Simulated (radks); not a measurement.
Effect of the nuclear size on the zinc ion Zn3+, [Ar] 3d9. All-electron calculation, Dirac Kohn-Sham, BLYP, spin-unpolarised, spherical densities, finite nucleus; open shells are shared between the two j in proportion to 2j + 1; Fermi nuclear charge, rms radius 3.9283 fm. Program: a radial shooting solver on a logarithmic mesh with Libxc functionals. The rms radius is varied about that value; shifts are against it.

rms radius (fm),total energy shift (eV),density at nucleus (e/bohr^3),1s1/2 shift (meV),2s1/2 shift (meV),3s1/2 shift (meV),4s1/2 (empty) shift (meV)
3.2291,-0.0761,2.536e+04,-32.4,-3.10,-0.471,-0.053
3.7908,-0.0161,2.513e+04,-6.84,-0.655,-0.100,-0.011
3.9283,0,2.508e+04,0.000,0.000,0.000,0.000
4.1404,0.0259,2.5e+04,11.0,1.05,0.160,0.018
4.5883,0.0847,2.486e+04,36.0,3.45,0.524,0.059

Slopes of the eigenvalues against <r^2> in GHz/fm^2, as finite differences over the two radii next to the reference (eigenvalue slopes, not the field-shift constants of lines): 1s1/2 1560, 2s1/2 149, 3s1/2 22.6, 4s1/2 (empty) 2.57.
